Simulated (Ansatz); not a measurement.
Relaxation of BClF₂H₂S (7 atoms, charge 0, multiplicity 1), to a largest force component of 0.03 eV/Å in at most 50 steps.

Theory: RKS PBE-D4/6-31G* in Ansatz 0.2.0.

```xyz
7
Properties=species:S:1:pos:R:3:forces:R:3
B 0.072 -0.531 -0.400 0.19 -0.59 -0.04
Cl -0.084 0.209 2.572 0.08 -0.78 0.02
F 1.131 0.266 -0.470 -0.07 -0.07 -0.02
F -1.138 -0.081 -0.701 -0.03 0.04 0.00
S 0.353 -2.336 0.016 -0.15 0.53 -0.09
H -0.961 -2.690 -0.057 0.09 0.05 -0.02
H 0.109 -1.086 2.283 -0.09 0.82 0.15
```

Where does it end, and by what steps?

It converged. The force dipped under the threshold on the way, but the program's further checks kept it going. After 18 steps the energy has fallen by 0.097 eV; Cl2 moved furthest, 1.14 Å.

```csv
step,energy less start (eV),largest force component (eV/Å),accepted
0,0.0000,0.819,yes
1,-0.0347,0.830,yes
2,-0.0212,1.000,no
3,-0.0481,0.798,yes
4,-0.0676,0.573,yes
5,-0.0786,0.344,yes
6,-0.0799,0.264,yes
7,-0.0875,0.093,yes
8,-0.0897,0.172,yes
9,-0.0920,0.111,yes
10,-0.0933,0.129,yes
11,-0.0940,0.172,yes
12,-0.0953,0.112,yes
13,-0.0962,0.066,yes
14,-0.0955,0.058,no
15,-0.0967,0.036,yes
16,-0.0969,0.030,yes
17,-0.0971,0.024,yes
18,-0.0971,0.027,yes
```

```xyz
7
Properties=species:S:1:pos:R:3
B 0.088 -0.534 -0.807
Cl -0.099 -0.353 3.569
F 1.128 0.267 -1.001
F -1.065 -0.278 -1.416
S 0.295 -1.984 0.291
H -0.990 -2.412 0.184
H 0.126 -0.956 2.423
```

Run time: 29 s on 2 threads of Arm Neoverse V1 (shared host), peak memory 0.14 GiB.
